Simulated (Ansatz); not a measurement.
Cost and result for the atomization energy of C3H5B (`BCC#C`) (9 atoms, 8 bonds).

```xyz
9

B     0.312    1.474   -0.184
C     0.565   -0.061   -0.323
C    -0.416   -0.966    0.240
C    -1.239   -1.700    0.713
H     1.124    2.216   -0.655
H    -0.649    1.916    0.369
H     1.562   -0.258    0.103
H     0.711   -0.267   -1.395
H    -1.969   -2.352    1.132
```

Total charge 0; spin multiplicity 1. The structure was optimised at the PBE0-D4/def2-TZVP level. Program: Ansatz. All runs use 2 threads of an INTEL XEON PLATINUM 8581C on a shared host. Times are those of one run each, without the atoms' runs, and a repeat can differ threefold. Electronic energies, without spin–orbit coupling; frozen cores. CCSD(T)/CBS adds CCSD(T) − MP2 in def2-TZVPP to the MP2 limit, and its time is that of the two runs behind it. T1 = 0.012. B3LYP takes the VWN-RPA correlation (the form of Gaussian; ORCA's B3LYP/G). HSE06 is the plane-wave form, built on full-range PBE exchange.

CCSD(T)/CBS is a level of theory with its own doubt, some kJ/mol a heavy atom from the limit and from the frozen cores, so smaller differences don't rank the functionals.

| level | functions | wall time | atomization (kcal/mol) | difference from CCSD(T)/CBS | per bond |
| --- | --- | --- | --- | --- | --- |
| revPBE-D4/def2-TZVPP | 194 | 1 s | 874.6 | 3.9 | 0.5 |
| BLYP-D4/def2-TZVPP | 194 | 1.1 s | 875.5 | 4.8 | 0.6 |
| PBE-D4/def2-TZVPP (with forces) | 194 | 1.3 s | 895.9 | 25.2 | 3.1 |
| CCSD(T)/def2-SVP | 81 | 1.3 s | 838.9 | -31.8 | -4.0 |
| BHLYP-D4/def2-TZVPP | 194 | 1.4 s | 854.5 | -16.2 | -2.0 |
| HSE06-D4/def2-TZVPP | 194 | 1.5 s | 882.6 | 11.9 | 1.5 |
| B3LYP-D4/def2-TZVPP (with forces) | 194 | 1.9 s | 877.4 | 6.7 | 0.8 |
| r2SCANh-D4/def2-TZVPP | 194 | 1.9 s | 873.3 | 2.6 | 0.3 |
| B97M-V/def2-TZVPP | 194 | 3.1 s | 876.7 | 6.0 | 0.7 |
| ωB97M-V/def2-TZVPP (with forces) | 194 | 4.3 s | 877.4 | 6.7 | 0.8 |
| MP2/def2-QZVPP | 378 | 10 s | 880.9 | 10.2 | 1.3 |
| CCSD(T)/def2-TZVPP | 194 | 21 s | 851.5 | -19.2 | -2.4 |
| CCSD(T)/CBS(def2) | – | 31 s | 870.7 | 0.0 | 0.0 |

At CCSD(T), def2-SVP lies −31.8 kcal/mol from the extrapolated value and def2-TZVPP −19.2 kcal/mol: correlation converges slowly with the basis, and small sets miss more of it in the bonded molecule than in its fragments. In def2-TZVPP, CCSD(T) changes the Hartree–Fock value by +188.5 kcal/mol (the triples alone add +12.6 kcal/mol) and MP2 by +206.6 kcal/mol; breaking electron pairs costs correlation energy, which Hartree–Fock lacks. Leaving LDA and LC-ωPBE aside and taking each functional with its dispersion term where it has one, the values spread over 41.4 kcal/mol, from BHLYP-D4 to PBE-D4. LDA lies +100.3 kcal/mol from PBE without D4, its usual overbinding.
